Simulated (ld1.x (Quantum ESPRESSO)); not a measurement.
## Transferability test, PAW potential for beryllium (Be)

Be (Z = 4), PAW, made with ld1.x (Quantum ESPRESSO) 7.5 (PBEsol, scalar-relativistic). Core [He], reference 2s1 2p0 (charge +1). Waves: 2s (bound): rcut 1.75, rcutus 2.15 bohr; 2s channel at -0.5 Ry: rcut 1.75, rcutus 2.15 bohr; 2p (bound, empty): rcut 2.70, rcutus 3.40 bohr; 2p channel at 0.75 Ry: rcut 2.70, rcutus 3.40 bohr; 3d channel at 0.35 Ry: rcut 2.70, rcutus 3.15 bohr. Local part: all-electron potential smoothed inside 3.10 bohr (lloc = -2). Core correction: Bessel-smoothed model core inside 1.40 bohr. Augmentation charge: PSQ, inside the norm-conserving radii.

Energies are relative to the spin-unpolarised reference configuration 2s1 2p0; without spin polarisation the order of configurations can differ from experiment.

**Question.** Give the all-electron excitation energy and the error of the potential for: 2s2 2p0; 2s1.5 2p0; 2s1 2p1; 2s0 2p2; 2s0 2p1.

**Answer.**

```json
{"valence configuration": "2s2 2p0", "charge": "0", "ΔE all-electron (eV)": "-9.458", "error AE − PS (meV)": "-0.1"}
{"valence configuration": "2s1.5 2p0", "charge": "+0.5", "ΔE all-electron (eV)": "-5.736", "error AE − PS (meV)": "0.0"}
{"valence configuration": "2s1 2p1", "charge": "0", "ΔE all-electron (eV)": "-5.864", "error AE − PS (meV)": "-2.9"}
{"valence configuration": "2s0 2p2", "charge": "0", "ΔE all-electron (eV)": "-2.246", "error AE − PS (meV)": "-4.9"}
{"valence configuration": "2s0 2p1", "charge": "+1", "ΔE all-electron (eV)": "3.907", "error AE − PS (meV)": "+0.1"}
```

Levels in the configuration 2s1.5 2p0:

```tsv
level	all-electron (eV)	pseudo (eV)
2s	-9.406	-9.406
```
